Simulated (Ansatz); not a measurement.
`N/C=C(\F)[SiH3]` and `N/C=C(\O)F` differ in one atom or group (the configuration at the double bond changes too).

Ansatz, PBE0-D4/def2-TZVP geometries, multiplicity 1. Each molecule was computed in one conformer, which needn't be the lowest.

```json
{"property": "LUMO energy (PBE/def2-TZVPP) / eV", "`N/C=C(\\F)[SiH3]`": "-0.47"}
{"property": "ideal-gas entropy at 298 K and 1 bar (rigid rotor, harmonic PBE0-D4/def2-TZVP) / J/(mol·K)", "`N/C=C(\\F)[SiH3]`": "334"}
{"property": "HOMO energy (B3LYP/def2-TZVPP) / eV", "`N/C=C(\\F)[SiH3]`": "-5.97"}
{"property": "LUMO energy (B3LYP/def2-TZVPP) / eV", "`N/C=C(\\F)[SiH3]`": "0.21"}
{"property": "HOMO–LUMO gap (B3LYP/def2-TZVPP) / eV", "`N/C=C(\\F)[SiH3]`": "6.19"}
{"property": "HOMO energy (PBE/def2-TZVPP) / eV", "`N/C=C(\\F)[SiH3]`": "-5.00"}
```

Task: What does the change do to each property? (An estimate is asked.)

Result: The calculation gave: 
```
                                                                                  property  `N/C=C(\O)F`  shift
                                                         LUMO energy (PBE/def2-TZVPP) / eV         -0.11   0.36
ideal-gas entropy at 298 K and 1 bar (rigid rotor, harmonic PBE0-D4/def2-TZVP) / J/(mol·K)           307    -27
                                                       HOMO energy (B3LYP/def2-TZVPP) / eV         -5.56   0.41
                                                       LUMO energy (B3LYP/def2-TZVPP) / eV          0.38   0.17
                                                     HOMO–LUMO gap (B3LYP/def2-TZVPP) / eV          5.93  -0.26
                                                         HOMO energy (PBE/def2-TZVPP) / eV         -4.48   0.52
```

With PBE0 the HOMO rises by 0.43 eV and the LUMO rises by 0.33 eV, so the gap narrows by about 0.10 eV. PBE moves the HOMO by 0.52 eV and ωB97M-V by 0.37 eV. The zero-point energy changes by -27.9 kJ/mol with -6 modes.

Positive LUMOs are unbound, so they and the gaps depend on the basis.

B3LYP here is the variant with VWN-RPA as its local correlation; programs differ in this.
